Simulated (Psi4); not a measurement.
Computed with SAPT0/jun-cc-pVDZ, frozen core in Psi4.

Psi4 input:

```
molecule {
0 1
C -0.48856934 0.00122967 0.00171048
C 0.96575847 -0.00242482 -0.00338413
N 2.11511809 -0.00531940 -0.00741200
H -0.86850328 -0.64941366 -0.78619142
H -0.86163633 -0.35552682 0.96193037
H -0.86216761 1.01145503 -0.16665329
--
0 1
S -2.63246464 -1.62053705 3.22566044
C -1.72081482 -1.22921150 4.42009293
S -0.80928789 -0.83798871 5.61465734
units angstrom
symmetry c1
no_reorient
no_com
}
set basis jun-cc-pvdz
set scf_type df
set freeze_core true
energy('sapt0')
```

Part of the output:

```
    SAPT Results
  --------------------------------------------------------------------------------------------------------
    Electrostatics                 -0.58970271 [mEh]      -0.37004404 [kcal/mol]      -1.54826426 [kJ/mol]
      Elst10,r                     -0.58970271 [mEh]      -0.37004404 [kcal/mol]      -1.54826426 [kJ/mol]

    Exchange                        1.32950988 [mEh]       0.83428005 [kcal/mol]       3.49062772 [kJ/mol]
      Exch10                        1.32950988 [mEh]       0.83428005 [kcal/mol]       3.49062772 [kJ/mol]
      Exch10(S^2)                   1.32746405 [mEh]       0.83299627 [kcal/mol]       3.48525637 [kJ/mol]

    Induction                      -0.36521602 [mEh]      -0.22917651 [kcal/mol]      -0.95887453 [kJ/mol]
      Ind20,r                      -0.52882132 [mEh]      -0.33184039 [kcal/mol]      -1.38842019 [kJ/mol]
      Exch-Ind20,r                  0.29677405 [mEh]       0.18622853 [kcal/mol]       0.77918017 [kJ/mol]
      delta HF,r (2)               -0.13316875 [mEh]      -0.08356465 [kcal/mol]      -0.34963450 [kJ/mol]

    Dispersion                     -1.29036865 [mEh]      -0.80971855 [kcal/mol]      -3.38786243 [kJ/mol]
      Disp20                       -1.38071299 [mEh]      -0.86641048 [kcal/mol]      -3.62506145 [kJ/mol]
      Exch-Disp20                   0.09034434 [mEh]       0.05669193 [kcal/mol]       0.23719902 [kJ/mol]
      Disp20 (SS)                  -0.69035649 [mEh]      -0.43320524 [kcal/mol]      -1.81253072 [kJ/mol]
      Disp20 (OS)                  -0.69035649 [mEh]      -0.43320524 [kcal/mol]      -1.81253072 [kJ/mol]
      Exch-Disp20 (SS)              0.04928433 [mEh]       0.03092639 [kcal/mol]       0.12939600 [kJ/mol]
      Exch-Disp20 (OS)              0.04106000 [mEh]       0.02576554 [kcal/mol]       0.10780302 [kJ/mol]

  Total HF                          0.37459115 [mEh]       0.23505950 [kcal/mol]       0.98348893 [kJ/mol]
  Total SAPT0                      -0.91577750 [mEh]      -0.57465906 [kcal/mol]      -2.40437349 [kJ/mol]
```
